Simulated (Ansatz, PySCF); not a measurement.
H2O2, charge -1, doublet, at the geometry of the source list (a state made from the parent by changing its charge; the spin is typed, not shown lowest) (in this run its highest filled SCF level lies above zero, so its values depend strongly on the basis, on diffuse functions most of all). Base run: CCSD(T)/6-31G* (PySCF).

Here is a job for PySCF.
```python
from pyscf import gto, scf, cc

mol = gto.Mole()
mol.atom = '''
    O    -0.635400    0.005400    0.318000
    O     0.635200    0.012700   -0.318200
    H    -1.238900   -0.026000   -0.436000
    H     1.239100    0.007900    0.436200
'''
mol.basis = '6-31g*'
mol.charge = -1
mol.spin = 1
mol.verbose = 4
mol.build()

mf = scf.UHF(mol)
mf.kernel()

mycc = cc.CCSD(mf)
mycc.kernel()
et = mycc.ccsd_t()
print('E(CCSD(T)) = %.10f' % (mycc.e_tot + et))
```

The same geometry, method and basis name were run in Ansatz (a first-principles code) and PySCF, at each program's defaults and at the settings that a row names. The base is PySCF at its defaults. Differences at the defaults can come from grids, fitting, cores and function types together.

```json
[
 {"code and settings": "PySCF, defaults (exact integrals, spherical functions, all electrons correlated)", "ΔE vs base (mEh)": "0.000", "basis functions": "32", "E (Eh)": "-150.95955", "SCF cycles": "14"},
 {"code and settings": "Ansatz, defaults (factorised integrals, Cartesian functions, frozen core)", "ΔE vs base (mEh)": "-4.667", "basis functions": "34", "E (Eh)": "-150.96421", "SCF cycles": "-"},
 {"code and settings": "PySCF, frozen core", "ΔE vs base (mEh)": "2.865", "basis functions": "32", "E (Eh)": "-150.95668", "SCF cycles": "14"},
 {"code and settings": "Ansatz, high accuracy, frozen core, Cartesian functions as the basis file defines them", "ΔE vs base (mEh)": "-4.674", "basis functions": "34", "E (Eh)": "-150.96422", "SCF cycles": "-"}
]
```

Open shells are given as the SCF converged; they aren't shown to be the lowest states, and a large step between rows can be another state.
